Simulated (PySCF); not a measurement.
**Finite-field polarisability of Ca (calcium, neutral)**

[Ar] 4s2, closed-shell 1S. All numbers are calculated (PySCF 2.14, scalar relativity by spin-free X2C-1e, in aug-cc-pVQZ-X2C (8s7p5d3f2g, 93 functions)). Frozen: [Ar]. Energy changes in a uniform field (μhartree):

| axis | F (au) | HF | MP2 | CCSD | CCSD(T) |
| --- | --- | --- | --- | --- | --- |
| x | 0.001 | -91.374 | -86.994 | -89.481 | -89.481 |
| x | 0.002 | -365.889 | -348.290 | -358.148 | -358.148 |

Task: Derive α along x at CCSD(T) from the two fields.

Result: With ΔE = −αF²/2 − γF⁴/24, α = −(16 ΔE(F) − ΔE(2F))/(6F²) = 178.9 bohr³.

Task: And the mean polarisability at each level?

Result: HF 182.7, MP2 173.9, CCSD 178.9, CCSD(T) 178.9 bohr³. Reference: 160.8 ± 4 bohr³ (recommended; Schwerdtfeger and Nagle, table of static dipole polarizabilities (2023 update)).

CCSD(T) lies more than 5 % above the reference; correlation of the frozen inner shells, absent here, would lower it.
